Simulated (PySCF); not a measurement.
Geometry:
```csv
atom,x (Å),y (Å),z (Å)
Al1,0.954,1.528,1.260
H2,2.549,1.521,1.301
H3,0.214,2.942,1.265
C4,-0.066,-0.164,1.262
C5,-0.423,-0.713,-0.129
C6,0.829,-1.009,-0.949
C7,-1.355,0.234,-0.879
H8,-0.993,-0.013,1.847
H9,0.526,-0.917,1.814
H10,-0.964,-1.669,0.002
H11,1.399,-0.084,-1.158
H12,0.581,-1.462,-1.921
H13,1.507,-1.695,-0.418
H14,-0.869,1.209,-1.068
H15,-2.272,0.436,-0.305
H16,-1.650,-0.178,-1.857
```

[PySCF: σ from GIAO-B3LYP/pcSseg-1 (pcSseg-2 on Al); geometry from PBE0-D3(BJ)/def2-SVP; gas phase; rapidly exchanging positions averaged; a single conformation; non-relativistic]

δ = σ(ref) − σ, references computed at the same level: TMS for 13C, 1H; [Al(H2O)6]3+ for 27Al.

```
                  atoms  nucleus  count  δ (ppm)
                    H10       1H      1     2.04
                  H8/H9       1H      2     0.78
                     C5      13C      1        ?
                    Al1     27Al      1    327.0
                     C4      13C      1        ?
H11/H12/H13/H14/H15/H16       1H      6     1.09
                  H2/H3       1H      2     5.62
                  C6/C7      13C      2     31.7
```

Q: Estimate the values marked ?.

A: 
- C5: 34.3 ppm, carbon bonded to 3 C, H
- C4: 27.8 ppm, carbon bonded to C, Al, 2 H

Hydrides on Al or Ga are broadened by the quadrupolar metal nucleus. Shifts are as computed, not scaled to solution data. Of 1211 compounds with measured shifts, 218 miss one by over three times the rms of a fit or turn the order of signals round; such compounds aren't used in these exercises.
